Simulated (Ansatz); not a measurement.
Mulliken charges of C2H5ClSi2, SMILES `[SiH3]C#C[SiH2]Cl` from ωB97M-V/def2-TZVPP in Ansatz (PBE0-D4/def2-TZVP geometry).

```tsv
atom	x (Å)	y (Å)	z (Å)	charge (e)
Si1	-1.191	-2.147	0.064	0.243
C2	-0.300	-0.551	0.062	-0.198
C3	0.296	0.507	0.053	-0.195
Si4	1.188	2.090	0.055	0.422
Cl5	1.449	2.732	-1.874	-0.207
H6	-2.503	-1.966	0.730	-0.012
H7	-1.389	-2.585	-1.338	-0.010
H8	-0.383	-3.148	0.800	-0.013
H9	2.520	1.910	0.670	-0.015
H10	0.397	3.106	0.781	-0.015
```

Question: By hand: the dipole of these point charges (1 e Å = 4.8032 D).

Answer: Σ q r = (-0.081, -0.180, 0.377) e Å, of length 0.426 e Å = 2.05 D.

Question: How does the dipole of the full density compare? (An estimate is asked.)

Answer: The calculation gave: (-0.081, -0.165, 0.215) e Å, 1.36 D; the point charges give 1.51 times that, at 13° from its direction.

Point charges leave out the atoms' own dipoles, such as those of lone pairs, and Mulliken's split depends on the basis, so the two needn't agree.
